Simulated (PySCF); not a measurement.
## Working out the ionisation energy of Mn⁺

Mn⁺ [Ar] 3d5 4s1 (7S) → Mn²⁺ [Ar] 3d5 (6S). Calculation: PySCF 2.14, in def2-TZVP; no relativity, point nucleus. Frozen: [Ar]. Energies in hartree (1 hartree = 27.21139 eV):

```csv
part,Mn⁺ (lower),Mn²⁺ (upper)
UHF,-1149.626968,-1149.086998
MP2 opposite-spin,0.000000,0.000000
MP2 same-spin,-0.066736,-0.054452
```

Question: What does Hartree-Fock give?

Answer: (-1149.086998) − (-1149.626968) = 0.539970 hartree = 14.693 eV.

Question: What do MP2 and SCS-MP2 (6/5 opposite-spin, 1/3 same-spin) give?

Answer: The opposite-spin parts differ by 0.000 eV and the same-spin parts by 0.334 eV. MP2: 14.693 + (0.000) + (0.334) = 15.027 eV. SCS-MP2: 14.693 + 1.2 × (0.000) + (0.334)/3 = 14.804 eV.

Measured between the centres of the two terms (NIST): 15.640 eV, so MP2 (valence) is off by -0.613 eV.

The calculation is non-relativistic.

What remains against the reference includes basis incompleteness, the frozen core and correlation beyond second order.
